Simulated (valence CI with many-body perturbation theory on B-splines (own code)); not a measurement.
## Level structure of Rb XXXI

Method: configuration interaction combined with many-body perturbation theory (CI+MBPT): five valence electrons over a frozen Dirac-Fock core [He], radial functions for each j: 11 s, 11 p, 10 d, 8 f, 5 g, 2 h, with the one-electron correlation potential Σ1 (screened to all orders), the two-electron term Σ2, the three-electron term Σ3, Breit, model QED; selected single and double excitations, second order for the rest, scaled by the run's own slope (own B-spline code, finite nucleus).

No measured spectrum was set against this ion. As an estimate, large intervals hold to a few tenths of a per cent, small ones and those within an open d or f shell to about a per cent. Among the levels kept, up to 5300 cm⁻¹ of a level comes from second order outside the variational space, and about a tenth of that is noise between levels of different J, which matters for small intervals.

Levels 1 to 45 of 208, with energies above the lowest level, (2s^2 2p1/2^2 2p3/2) J=3/2. "Leading %" is the weight of the configuration and term that name the level; weights of strongly mixed levels are sums over their largest components and can fall short, so below about 35 % the name and the second component can differ from the true leading terms, or belong to a minority configuration. In the jj column 3d3/2^4 stands for four electrons in 3d with j = 3/2. Lifetimes count E1, E2, E3, M1 and M2 decay at the calculated energies, and are blank where another channel may lead or the interval is too uncertain; long ones can be off by a factor of two.

| No. | Configuration | Term | J | E (Ry) | Leading % | Lifetime | g | Leading jj |
| --- | --- | --- | --- | --- | --- | --- | --- | --- |
| 1 | 2s²2p³ | ⁴S° | 3/2 | 0.00 | 45 |  | 1.524 | 2s^2 2p1/2^2 2p3/2 (94 %) |
| 2 | 2s²2p³ | ²D° | 3/2 | 3.98 | 52 | 560 ns | 1.340 | 2s^2 2p1/2 2p3/2^2 (94 %) |
| 3 | 2s²2p³ | ²D° | 5/2 | 4.96 | 100 | 3.02 μs | 1.192 | 2s^2 2p1/2 2p3/2^2 (100 %) |
| 4 | 2s²2p³ | ²P° | 1/2 | 6.23 | 99 | 476 ns | 0.655 | 2s^2 2p1/2 2p3/2^2 (99 %) |
| 5 | 2s²2p³ | ²P° | 3/2 | 10.14 | 58 | 186 ns | 1.247 | 2s^2 2p3/2^3 (97 %) |
| 6 | 2s2p⁴ | ⁴P | 5/2 | 13.51 | 87 | 30.7 ps | 1.541 | 2s 2p1/2^2 2p3/2^2 (94 %) |
| 7 | 2s2p⁴ | ⁴P | 3/2 | 16.05 | 66 | 9.20 ps | 1.481 | 2s 2p1/2^2 2p3/2^2 (66 %) |
| 8 | 2s2p⁴ | ⁴P | 1/2 | 16.12 | 64 | 11.0 ps | 2.402 | 2s 2p1/2^2 2p3/2^2 (80 %) |
| 9 | 2s2p⁴ | ²D | 3/2 | 19.10 | 52 | 7.62 ps | 1.185 | 2s 2p1/2 2p3/2^3 (74 %) |
| 10 | 2s2p⁴ | ²D | 5/2 | 20.29 | 87 | 10.4 ps | 1.243 | 2s 2p1/2 2p3/2^3 (94 %) |
| 11 | 2s2p⁴ | ²P | 1/2 | 21.76 | 46 | 4.09 ps | 1.536 | 2s 2p1/2 2p3/2^3 (71 %) |
| 12 | 2s2p⁴ | ²P | 3/2 | 22.57 | 71 | 3.35 ps | 1.178 | 2s 2p1/2 2p3/2^3 (92 %) |
| 13 | 2s2p⁴ | ²P | 1/2 | 26.93 | 52 | 3.63 ps | 1.375 | 2s 2p3/2^4 (84 %) |
| 14 | 2p⁵ | ²P° | 3/2 | 33.21 | 98 | 3.65 ps | 1.326 | 2p1/2^2 2p3/2^3 (98 %) |
| 15 | 2p⁵ | ²P° | 1/2 | 37.96 | 99 | 2.98 ps | 0.655 | 2p1/2 2p3/2^4 (99 %) |
| 16 | 2s²2p²3s | ⁴P | 1/2 | 147.10 | 57 | 114 fs | 2.097 | 2s^2 2p1/2^2 3s (96 %) |
| 17 | 2s²2p²3p | ⁴D° | 1/2 | 150.01 | 45 | 10.4 ps | 0.671 | 2s^2 2p1/2^2 3p1/2 (96 %) |
| 18 | 2s²2p²3s | ⁴P | 3/2 | 151.08 | 89 | 147 fs | 1.686 | 2s^2 2p1/2 2p3/2 3s (98 %) |
| 19 | 2s²2p²3s | ²P | 1/2 | 151.43 | 70 | 69.2 fs | 1.244 | 2s^2 2p1/2 2p3/2 3s (98 %) |
| 20 | 2s²2p²3p | ⁴D° | 3/2 | 151.72 | 31 | 6.93 ps | 1.343 | 2s^2 2p1/2^2 3p3/2 (93 %) |
| 21 | 2s²2p²3s | ²D | 5/2 | 151.87 | 49 | 113 fs | 1.392 | 2s^2 2p1/2 2p3/2 3s (96 %) |
| 22 | 2s²2p²3s | ²D | 3/2 | 152.15 | 54 | 72.5 fs | 1.037 | 2s^2 2p1/2 2p3/2 3s (98 %) |
| 23 | 2s²2p²3p | ⁴P° | 1/2 | 153.98 | 38 | 11.4 ps | 1.634 | 2s^2 2p1/2 2p3/2 3p1/2 (97 %) |
| 24 | 2s²2p²3p | ⁴D° | 3/2 | 154.29 | 51 | 12.7 ps | 1.159 | 2s^2 2p1/2 2p3/2 3p1/2 (96 %) |
| 25 | 2s²2p²3d | ⁴F | 3/2 | 154.86 | 42 | 81.1 fs | 0.764 | 2s^2 2p1/2^2 3d3/2 (96 %) |
| 26 | 2s²2p²3p | ²F° | 5/2 | 154.86 | 33 | 11.5 ps | 1.155 | 2s^2 2p1/2 2p3/2 3p1/2 (94 %) |
| 27 | 2s²2p²3p | ⁴D° | 5/2 | 155.43 | 49 | 7.49 ps | 1.429 | 2s^2 2p1/2 2p3/2 3p3/2 (96 %) |
| 28 | 2s²2p²3d | ⁴D | 5/2 | 155.60 | 24 | 21.0 fs | 1.200 | 2s^2 2p1/2^2 3d5/2 (94 %) |
| 29 | 2s²2p²3p | ⁴P° | 1/2 | 155.62 | 44 | 7.76 ps | 1.837 | 2s^2 2p1/2 2p3/2 3p3/2 (96 %) |
| 30 | 2s²2p²3p | ²D° | 3/2 | 155.76 | 40 | 1.74 ps | 1.360 | 2s^2 2p1/2 2p3/2 3p3/2 (52 %) |
| 31 | 2s²2p²3p | ⁴P° | 3/2 | 156.02 | 36 | 2.98 ps | 1.372 | 2s^2 2p1/2 2p3/2 3p3/2 (49 %) |
| 32 | 2s²2p²3p | ⁴D° | 7/2 | 156.24 | 51 | 14.5 ps | 1.284 | 2s^2 2p1/2 2p3/2 3p3/2 (96 %) |
| 33 | 2s²2p²3s | ⁴P | 5/2 | 156.53 | 49 | 98.2 fs | 1.394 | 2s^2 2p3/2^2 3s (95 %) |
| 34 | 2s²2p²3p | ²P° | 3/2 | 156.60 | 50 | 1.69 ps | 1.302 | 2s^2 2p1/2 2p3/2 3p3/2 (88 %) |
| 35 | 2s²2p²3s | ²P | 3/2 | 156.82 | 47 | 69.8 fs | 1.120 | 2s^2 2p3/2^2 3s (96 %) |
| 36 | 2s²2p²3p | ²D° | 5/2 | 157.02 | 43 | 3.43 ps | 1.182 | 2s^2 2p1/2 2p3/2 3p3/2 (89 %) |
| 37 | 2s²2p²3p | ²P° | 1/2 | 157.63 | 80 | 1.85 ps | 0.726 | 2s^2 2p1/2 2p3/2 3p3/2 (91 %) |
| 38 | 2s²2p²3s | ²S | 1/2 | 158.46 | 75 | 80.5 fs | 1.975 | 2s^2 2p3/2^2 3s (94 %) |
| 39 | 2s2p³3s | ⁶S° | 5/2 | 158.66 | 71 | 591 fs | 1.855 | 2s 2p1/2^2 2p3/2 3s (70 %) |
| 40 | 2s²2p²3d | ⁴F | 3/2 | 158.90 | 40 | 46.2 fs | 0.948 | 2s^2 2p1/2 2p3/2 3d3/2 (95 %) |
| 41 | 2s²2p²3d | ⁴F | 5/2 | 159.01 | 55 | 91.6 fs | 0.992 | 2s^2 2p1/2 2p3/2 3d3/2 (93 %) |
| 42 | 2s²2p²3d | ⁴D | 1/2 | 159.05 | 80 | 97.9 fs | 0.214 | 2s^2 2p1/2 2p3/2 3d3/2 (98 %) |
| 43 | 2s²2p²3d | ⁴F | 7/2 | 159.18 | 59 | 405 fs | 1.283 | 2s^2 2p1/2 2p3/2 3d5/2 (94 %) |
| 44 | 2s²2p²3d | ²F | 7/2 | 159.61 | 41 | 5.07 ps | 1.147 | 2s^2 2p1/2 2p3/2 3d3/2 (77 %) |
| 45 | 2s²2p²3d | ²F | 5/2 | 159.69 | 42 | 15.8 fs | 1.206 | 2s^2 2p1/2 2p3/2 3d5/2 (80 %) |

The ionisation energy to 2s²2p² ³P0 of the next ion comes out as 3598.4 eV (NIST: 3600 ± 30 eV (semi-empirical)). All 208 levels together are meant to be complete up to 179.57 Ry.
